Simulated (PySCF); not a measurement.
A structure optimised at B3LYP-D3(BJ)/def2-SVP, used in a PySCF frequency run:

```
O
C 1 1.4128
H 2 1.1006 1 108.67
H 2 1.1039 3 108.38 1 121.00
H 2 1.1061 3 108.21 4 117.24
Si 1 1.6467 2 126.07 3 -163.96
F 6 1.6267 1 110.51 2 -69.43
H 6 1.4776 7 108.52 1 116.84
H 6 1.4873 8 114.05 1 122.64
```
Charge 0, spin multiplicity 1.

Question: Write its SMILES and formula.

Answer: CO[SiH2]F, CH5FOSi

Question: What are its rotational constants (standard atomic weights)?

Answer: 12.657, 3.7299, 3.1872 GHz
